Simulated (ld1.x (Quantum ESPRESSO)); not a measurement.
S: excitation energies, all-electron against TM

```
Element                 : sulfur
Generator               : ld1.x (Quantum ESPRESSO) 7.5
Type                    : norm-conserving Troullier–Martins (Kleinman–Bylander form)
Functional              : PBE
Relativity              : scalar-relativistic
Frozen core             : [Ne]
Valence charge          : 6
Reference configuration : 3s2 3p4
Partial waves           : 3s (bound): rc 1.35 bohr; 3p (bound): rc 1.40 bohr; 3d channel at 0.1 Ry: rc 1.10 bohr
Local potential         : the d channel
Core correction         : none
```

Energies are relative to the spin-unpolarised reference configuration 3s2 3p4; without spin polarisation the order of configurations can differ from experiment. Not all tests gave a result: 1 of 7 tests not solved or not reliable. Left out of the table: 3s2 3p1 (solver errors, printed error -56.2 eV).

```tsv
valence configuration	charge	ΔE all-electron (eV)	error AE − PS (meV)
3s2 3p2	+2	34.053	-20
3s1 3p5	0	10.311	-1.3
3s0 3p6	0	20.740	+1.5
3s1 3p4	+1	22.648	-1.4
3s2 3p3.5	+0.5	4.660	-0.7
```

(1) What are ΔE and the potential's error for 3s2 3p3?

Levels in the configuration 3s0 3p6:

| level | all-electron (eV) | pseudo (eV) |
| --- | --- | --- |
| 3p | -8.076 | -8.068 |

Note: ghost state, extra bound levels that the all-electron valence spectrum of the same l lacks: s at -25.0 eV. A true bound ghost makes a file unfit for plane-wave use.

Results:

(1) ΔE = 11.769 eV all-electron; the error (AE − PS) is -3.7 meV.

ld1.x printed “convergence not achieved” for 1 of the counted tests; its residual had stalled under 1e-8, short of the target of 1e-14.
